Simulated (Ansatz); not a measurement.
Computed with Ansatz on PBE0-D4/def2-TZVP structures; ΔE is electronic, products minus reactants. CCSD(T)/CBS is the MP2 limit (def2-TZVPP, def2-QZVPP) plus CCSD(T) − MP2 in def2-TZVPP, frozen cores. This one scheme is used for every species. Functionals use def2-TZVPP. B3LYP here is the variant with VWN-RPA as its local correlation; programs differ in this. def2 core potentials past Kr. For Sn outer-core shells are correlated without core-valence functions, which leaves a few kJ/mol of doubt a bond. One conformer a species, not always the lowest.

Consider the ligand exchange at the Sn–C bond: `F[SiH2][CH](F)[SnH3]` + H₂S → `[SH][SnH3]` + `FC[SiH2]F`.

Is it downhill or uphill in electronic energy at CCSD(T)/CBS, and by how much? (An estimate is asked.)

Computed: Downhill: ΔE = -0.86 eV.

What do these levels give: PBE-D4, r2SCAN-D4, PBE0-D4, B3LYP-D4, ωB97M-V, PBE, r2SCAN, HF/def2-TZVPP, CCSD/def2-TZVPP, HF/def2-QZVPP, MP2/def2-QZVPP, HF/CBS(def2)? (Best estimate.)

The calculation gave: PBE-D4 -0.85, r2SCAN-D4 -0.89, PBE0-D4 -0.90, B3LYP-D4 -0.88, ωB97M-V -0.86, PBE -0.90, r2SCAN -0.91, HF/def2-TZVPP -1.08, CCSD/def2-TZVPP -0.85, HF/def2-QZVPP -1.08, MP2/def2-QZVPP -0.88, HF/CBS(def2) -1.09 eV.

Largest T1 diagnostic among the species: 0.013.

From PBE to PBE0 (25 % exact exchange), in def2-TZVPP and without D4, ΔE moves by −0.05 eV. In def2-TZVPP, CCSD(T) changes the Hartree–Fock value by +0.25 eV (the triples alone add +0.03 eV) and MP2 by +0.22 eV. The D4 term adds +0.07 eV with B3LYP and +0.04 eV with PBE0; it sums over pairs of atoms, weighted by their polarisabilities, and B3LYP, whose exchange is more repulsive, gets the larger term.
